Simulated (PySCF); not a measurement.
A PySCF script (with the pyscf-properties extension) for the NMR shieldings of SMILES CC(C)C1=NSC=N1, C₅H₈N₂S, on a GFN2-xTB geometry:

```python
import basis_set_exchange as bse
import numpy as np
from pyscf import gto, dft
from pyscf.prop import nmr

atoms = """
C    -1.168955    1.218206   -0.611388
C    -0.803760   -0.231743   -0.289672
C    -1.302111   -0.619226    1.103421
C     0.678108   -0.394179   -0.349544
N     1.489253    0.310997    0.476861
C     2.716699    0.005225    0.241704
S     2.867242   -1.171564   -1.019323
N     1.245975   -1.214936   -1.192395
H    -0.717839    1.883336    0.120860
H    -2.248553    1.344044   -0.585741
H    -0.809654    1.493713   -1.600283
H    -1.239195   -0.899143   -1.039021
H    -1.037879   -1.649139    1.332432
H    -0.851194    0.030227    1.849751
H    -2.383545   -0.517923    1.152993
H     3.557810    0.421050    0.756982
"""
names = dict.fromkeys(["C", "N", "S", "H"], "pcSseg-1")
basis = {el: gto.basis.parse(bse.get_basis(n, elements=[el], fmt="nwchem")) for el, n in names.items()}
mol = gto.M(atom=atoms, basis=basis, charge=0, verbose=0)
mf = dft.RKS(mol, xc="PBE0")
mf.grids.level = 2
mf.grids.alignment = dft.numint.BLKSIZE   # the property module wants whole blocks of grid points
mf.conv_tol = 1e-9
mf.kernel()

calc = nmr.RKS(mf)   # GIAO
C = mf.mo_coeff
Co = C[:, mf.mo_occ > 0]
resp = mf.gen_response(singlet=True, hermi=2)
def vind(x):   # induced exchange potential for any number of trial vectors
    d = np.einsum("pi,xij,qj->xpq", C, 2 * x.reshape(-1, C.shape[1], Co.shape[1]), Co, optimize=True)
    return np.einsum("xpq,pi,qj->xij", resp(d - d.transpose(0, 2, 1)), C, Co, optimize=True).ravel()
mo1, _ = nmr.rhf.solve_mo1(calc, with_cphf=vind)
sigma = calc.kernel(mo1)
for i, s in enumerate(sigma):   # ppm
    w = np.linalg.eigvalsh((s + s.T) / 2)
    print("%2d %-2s iso %8.1f  s11 %8.1f  s22 %8.1f  s33 %8.1f" % (i, mol.atom_pure_symbol(i), w.mean(), *w))
```

**Question.** Give the expected output.

**Answer.** 
```
 0 C  iso    162.4  s11    150.8  s22    152.2  s33    184.3
 1 C  iso    149.5  s11    138.6  s22    145.5  s33    164.3
 2 C  iso    162.5  s11    150.8  s22    152.4  s33    184.2
 3 C  iso      1.3  s11    -66.9  s22     -0.4  s33     71.3
 4 N  iso    -69.6  s11   -335.7  s22   -108.4  s33    235.2
 5 C  iso      7.0  s11    -90.7  s22      4.8  s33    106.8
 6 S  iso     76.7  s11   -144.0  s22    168.7  s33    205.4
 7 N  iso    -36.0  s11   -239.0  s22    -74.9  s33    205.8
 8 H  iso     29.9  s11     25.5  s22     29.2  s33     35.0
 9 H  iso     30.4  s11     26.5  s22     27.4  s33     37.2
10 H  iso     30.4  s11     26.1  s22     28.5  s33     36.6
11 H  iso     28.2  s11     24.1  s22     26.9  s33     33.5
12 H  iso     30.4  s11     26.1  s22     28.5  s33     36.6
13 H  iso     29.9  s11     25.5  s22     29.2  s33     35.0
14 H  iso     30.4  s11     26.5  s22     27.4  s33     37.2
15 H  iso     22.3  s11     20.1  s22     20.6  s33     26.2
```

These numbers come from an equivalent density-fitted implementation of the same equations, which agrees with the script to about 0.01 ppm for H and up to a few tenths of a ppm for heavy atoms, so last digits may differ.

**Question.** Turn these shieldings into chemical shifts. Referencing at the same level of theory: TMS for ¹³C (σ = 186.93 ppm) and ¹H (σ = 31.72 ppm); NH3 for ¹⁵N (σ = 267.73 ppm); ³³S (σ = 503.73 ppm) vs CS2.

**Answer.** Averaging equivalent atoms: C 3: 185.6; C 5: 179.9; C 1: 37.5; C 0/2: 24.5; N 4: 337.3; N 7: 303.8; S 6: 427; H 15: 9.39; H 11: 3.54; H 8/9/10/12/13/14: 1.48 ppm. Experimental scales use liquid or dissolved standards, which lie at an offset from isolated NH3 (liquid NH3: subtract about 20 ppm). Unscaled 15N shifts of sp2 nitrogen come out 20 to 40 ppm too high even then.

Size and cost of the density-fitted run: 183 basis functions, 26 s wall time on 1 thread of an Arm Neoverse V1, shared host; peak memory 0.83 GiB.
